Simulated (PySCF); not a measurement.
Compound: C₂H₈BFSn.
Numbering: `[BH2:1][C@H:2]([SnH3:3])[CH2:4][F:5]` (hydrogens: H6, H7 on B1; H8 on C2; H9, H10, H11 on Sn3; H12, H13 on C4)

Level of theory: PySCF 2.14.0, PBE0-D3(BJ)/def2-SVP geometry optimisation, gas phase, def2 core potentials past Kr.

Task: What internal coordinates does the optimisation give?

Result: 
| bond | length (bohr) |
| --- | --- |
| B1–C2 | 2.870 |
| C2–Sn3 | 4.255 |
| C2–C4 | 2.838 |
| C4–F5 | 2.620 |
| B1–H6, B1–H7 | 2.290 |
| C2–H8 | 2.080 |
| Sn3–H9, Sn3–H10, Sn3–H11 | 3.228 |
| C4–H12 | 2.084 |
| C4–H13 | 2.086 |

Bonds in one row agree within 0.02 bohr and their mean is given. A selection of angles:
| angle | degrees |
| --- | --- |
| C2–B1–H6 | 120.0 |
| C2–B1–H7 | 120.8 |
| H6–B1–H7 | 119.1 |
| B1–C2–Sn3 | 91.8 |
| B1–C2–C4 | 121.4 |
| B1–C2–H8 | 117.2 |
| Sn3–C2–C4 | 106.2 |
| Sn3–C2–H8 | 101.7 |
| C4–C2–H8 | 112.8 |
| C2–Sn3–H9 | 104.4 |
| C2–Sn3–H10 | 107.6 |
| C2–Sn3–H11 | 112.2 |
| H9–Sn3–H10 | 112.5 |
| H9–Sn3–H11 | 109.8 |
| C2–C4–F5 | 111.7 |
| C2–C4–H12 | 111.1 |
| C2–C4–H13 | 110.3 |
| F5–C4–H12 | 108.1 |
| F5–C4–H13 | 107.1 |
| H12–C4–H13 | 108.4 |

Torsions: B1–C2–C4–F5 149° (anticlinal).

B1 (three-coordinate boron) is planar (angles 120.8°, 120.0° and 119.1°, sum 359.9°, 0.03 Å off the plane of its three neighbours). Sn3 (tin bonded to C and 3 H) is distorted tetrahedral (angles from 104.4° to 112.5°).

Point group: C1 (no symmetry element, even within 0.4 Å). No PBE0-D3(BJ)/def2-SVP frequencies stand behind this structure, so it isn't proved a minimum. One conformer, not necessarily the lowest (H–B1–C2–Sn3 88° and -88°, B1–C2–C4–F5 149°).
